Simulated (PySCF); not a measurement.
Electric field gradients and quadrupole coupling constants

Compound: [CuF2]- (charge -1 and singlet state).
Structure used (PBE0-D3(BJ)/def2-SVP), in Å, numbered top down from 1:
```
atom  x, y, z in Å
Cu1    0.0000    0.0000    0.0000
F2    -0.0057   -0.0071    1.7885
F3     0.0058    0.0072   -1.7885
```

Field gradients from the PBE0/pcSseg-1 (pcSseg-2 on Cu) density (PySCF, non-relativistic), principal values in atomic units, ordered |Vxx| ≤ |Vyy| ≤ |Vzz|:

```json
{"atom": "Cu1", "Vxx": "0.2472", "Vyy": "0.2472", "Vzz": "-0.4943"}
```

Find the asymmetry η = (Vxx − Vyy)/Vzz and the couplings χ = eQV/h (234.96 MHz × Q in barn × V in au), with Q(63Cu) = −0.22 b.

```csv
atom,environment,nucleus,η,χzz (MHz),χxx (MHz),χyy (MHz)
Cu1,copper bonded to 2 F,63Cu,0.00,25.55,-12.78,-12.78
```

The gradient is axial or nearly so (η below 0.05) at Cu1. The tensor is traceless: Vxx + Vyy + Vzz = 0.

What is Vzz at Cu1 in SI units (1 au = 9.71736 × 10²¹ V/m²)?

-0.4943 au = -4.804 × 10²¹ V/m².

Isolated species at its PBE0-D3(BJ)/def2-SVP geometry, gas phase. The pcSseg-1 basis has no diffuse functions, a weakness for an anion. The small basis limits the accuracy of the gradients. Field gradients at transition-metal nuclei can change strongly with the functional.
